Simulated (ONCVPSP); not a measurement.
## Scattering properties, ONCV potential for lanthanum

La, optimised norm-conserving Vanderbilt (ONCV), made with ONCVPSP 4.0.1 (LDA (Perdew-Zunger), scalar-relativistic). Core [Xe], reference 5d1 6s0.5 (charge +1.5). Waves: 6s: rc 3.75 bohr, ncon 3, nbas 7, qcut 1.4 1/bohr, 1 projector; p scattering state at 0.03 Ha: rc 4.10 bohr, ncon 4, nbas 7, qcut 1.9 1/bohr, 2 projectors, debl 2.4 Ha; 5d: rc 4.00 bohr, ncon 4, nbas 9, qcut 3.5 1/bohr, 2 projectors, debl 2 Ha; f scattering state at 0.13 Ha: rc 4.10 bohr, ncon 5, nbas 8, qcut 2.8 1/bohr, 2 projectors, debl 1.4 Ha. Local part: polynomial inside 2.60 bohr (lpopt 5, dvloc0 0 Ha). Core correction: none.

In the p channel the program set the typed energies aside and used 0.050, 2.450 Ha. In the f channel the program set the typed energies aside and used -0.507, 0.893 Ha.

The phase is arctan(r·R′/R) of the radial function R(r), unwrapped; energies in Ha, scanned from -2 to 5 Ha. A pole is an energy at which the radial function vanishes at the test radius. The pseudo phase is shifted by a multiple of π to meet the all-electron one at the reference energy, and phase errors are pseudo minus all-electron; the curves can meet again beyond the range given. Levels narrower than the energy grid can be missing from the lists of poles. n/a: not evaluated, since a narrow level or a reset projector energy made the automatic matching unsafe.

Question: For each channel, where are the poles, and over which energies does the pseudopotential scatter like the atom?

Answer:

```tsv
channel	radius (bohr)	reference energy (Ha)	poles, all-electron	poles, pseudo	unbroken range about the reference energy with phases within 0.05 rad	phase error 1 Ha above the reference energy (rad)
s	3.81	-0.41	-1.76, 0.14, 2.42	0.06, 1.18, 3.51	n/a	n/a
p	4.17	0.05	-1.15, 0.28, 2.19, 4.88	0.27, 1.74, 2.21, 4.29	-0.3 to 0.6	-1.131
d	4.07	-0.43	-0.34, 1.00, 3.14	-0.34, 1.02, 3.47	below 0.0	+0.018
f	4.17	-0.51	0.47, 1.88, 3.95	0.52, 2.50	n/a	n/a
```

Note: ghosts flagged at negative energy: s at -33.0 eV; GHOST(+) flagged for p at 52.1 eV. A true bound ghost makes a file unfit for plane-wave use.

Phases in the s channel:

| E (Ha) | all-electron | pseudo |
| --- | --- | --- |
| -1.98 | 1.374 | 1.381 |
| -1.80 | 1.263 | 1.363 |
| -1.62 | -1.780 | 1.340 |
| -1.44 | -1.816 | 1.306 |
| -1.26 | -1.859 | 1.217 |
| -1.08 | -1.926 | -1.915 |
| -0.90 | -2.051 | -2.053 |
| -0.72 | -2.370 | -2.381 |
| -0.54 | -3.406 | -3.413 |
| -0.36 | -4.270 | -4.271 |
| -0.18 | -4.534 | -4.542 |
| 0.00 | -4.653 | -4.674 |
| 0.18 | -4.730 | -4.785 |
| 0.36 | -4.796 | -4.980 |
| 0.54 | -4.872 | -6.627 |
| 0.72 | -4.992 | -7.625 |
| 0.90 | -5.293 | -7.764 |
| 1.08 | -6.490 | -7.829 |
| 1.26 | -7.387 | -7.875 |
| 1.44 | -7.610 | -7.918 |
| 1.62 | -7.703 | -7.970 |
| 1.80 | -7.756 | -8.050 |
| 1.98 | -7.792 | -8.231 |
| 2.16 | -7.820 | -9.067 |
| 2.34 | -7.844 | -10.476 |
| 2.52 | -7.866 | -10.756 |
| 2.70 | -7.888 | -10.853 |
| 2.88 | -7.912 | -10.904 |
| 3.06 | -7.942 | -10.938 |
| 3.24 | -7.983 | -10.964 |
| 3.42 | -8.052 | -10.985 |
| 3.60 | -8.206 | -11.005 |
| 3.78 | -8.831 | -11.026 |
| 3.96 | -10.346 | -11.049 |
| 4.14 | -10.708 | -11.078 |
| 4.32 | -10.820 | -11.119 |
| 4.50 | -10.875 | -11.194 |
| 4.68 | -10.909 | -11.385 |
| 4.86 | -10.933 | -12.460 |
